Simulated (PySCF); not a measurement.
Molecule: sum formula BNH₃, charge -1, multiplicity 1. SMILES of the parent species: [NH]B
Coordinates optimised at B3LYP-D3(BJ)/def2-TZVP (Ansatz):
```xyz
5

B     -0.6383     0.1945     0.0007
N      0.6308    -0.3210    -0.0035
H     -1.6181    -0.5536    -0.0214
H     -0.9331     1.4001     0.0258
H      1.3271     0.4282     0.0170
```
Charge -1, spin multiplicity 1.

Dispersion corrections to the total energy (kcal/mol) from the dftd3 and dftd4 libraries through PySCF: D3(BJ) without and D4 with the three-body term, each with the damping fitted for the functional named.

| functional | D3(BJ) | D4 |
|---|---|---|
| PBE0 | -0.87 | -1.04 |
| B2GP-PLYP | -0.57 | (withheld) |
| B2PLYP | -0.79 | -0.88 |
| TPSS | -1.30 | -1.74 |
| LC-wPBE | -0.91 | (withheld) |
| BHLYP | -1.37 | (withheld) |
| B3LYP | -1.81 | -2.06 |

Task: Some entries are withheld; supply them.

Result: 
- B2GP-PLYP, D4: -0.51
- LC-wPBE, D4: -1.41
- BHLYP, D4: -1.36
